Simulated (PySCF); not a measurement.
CH6BeGeS. Atoms are numbered in the order given.

```xyz
10

Be     0.1607    -0.0572    -0.4702
S     -0.2288    -0.5690    -2.2622
C     -1.9977    -1.1034    -2.1210
H     -2.1027    -1.9615    -1.4442
H     -2.3101    -1.4080    -3.1285
H     -2.6397    -0.2778    -1.7869
Ge     0.6194     0.5453     1.5848
H      0.8657    -0.6515     2.5362
H      1.8874     1.4301     1.6795
H     -0.5189     1.3732     2.2328
```
Charge 0, spin multiplicity 1.

Coordinates come from a B3LYP-D3(BJ)/def2-SVP optimisation. The structure was generated by enumeration; whether it is a known compound was not checked. Other conformers were not sampled.

Calculation: ωB97X/def2-TZVP (PySCF).

Isolated molecule, no solvent.

```yaml
total_energy: -2531.73920 hartree
highest_occupied_level: -9.56 eV
lowest_empty_level: 0.50 eV
orbital_gap: 10.06 eV
dipole_moment: 1.75 D
quadrupole, principal values (traceless, Buckingham form, about the centre of nuclear charge): -8.92, 0.34, 8.58 D·Å
mean_static_polarisability: 81.7 bohr³ (12.10 Å³)
polarisability_principal_values: 68.2, 75.1, 101.7 bohr³
```
